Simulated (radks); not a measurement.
Question: Sc+, configuration [Ar] 3d1 4s1. Calculated with a radial shooting solver on a logarithmic mesh with Libxc functionals: scalar-relativistic Kohn-Sham, exchange-only LDA, spin-polarised, spherical densities, finite nucleus; open shells are filled with parallel spins first; Fermi nuclear charge, rms radius 3.5459 fm. Some entries of the table are withheld. Estimate them.

orbital  occ.  eigenvalue (hartree)  <1/r> (bohr^-1)  <r^2> (bohr^2)
1s up       1             -161.3224            20.72        0.007206
1s down     1             -161.3214            20.72        0.007206
2s up       1             -17.57679            4.282          0.1407
2s down     1             -17.56599            4.283          0.1406
2p up       3             -14.45344            4.193          0.1176
2p down     3             -14.44485            4.195          0.1174
3s up       1              -2.23291            1.304             (1)
3s down     1              -2.19536            1.307             (2)
3p up       3              -1.45727            1.172           1.630
3p down     3              -1.41721            1.178           1.602
4s up       1              -0.36194           0.3898           12.67
3d up       1              -0.35085           0.7789           4.100
3d down     0              -0.29210           0.8200           3.541
4s down     0              -0.26041           0.3853           13.64

Answer: 
(1) 3s up <r^2> (bohr^2): 1.346
(2) 3s down <r^2> (bohr^2): 1.337
